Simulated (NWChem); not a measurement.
System: InF cation, doublet; SMILES of the neutral closed-shell parent [In][F]

Input file for NWChem:

```
start job
memory heap 200 mb stack 900 mb global 1100 mb
charge 1
geometry units angstroms
  In     0.000000     0.000000    -0.186534
  F      0.000000     0.000000     1.764115
end
basis spherical
  In library def2-svp
  F library def2-svp
end
ecp
  In library def2-ecp
end
dft
  odft
  mult 2
  xc slater vwn_5
  iterations 150
end
driver
  maxiter 120
end
task dft optimize
dft
  grid fine
  convergence energy 1d-8 density 1d-7
end
task dft freq numerical
```

The spin multiplicity was typed, not searched, and may not be the lowest. No stability test was run on the SCF state. def2 effective core potentials on In; no spin-orbit coupling.

The level has its own optimisation; frequencies are unscaled.

What results follow from this input? (LDA (Slater exchange, VWN5)/def2-SVP with def2 effective core potentials on In, spin-unrestricted.) Quantities: r F–In (Å); highest harmonic frequency (cm⁻¹); zero-point energy (kcal/mol).


```yaml
r F–In (Å): 1.938
highest harmonic frequency (cm⁻¹): 575
zero-point energy (kcal/mol): 0.8
```
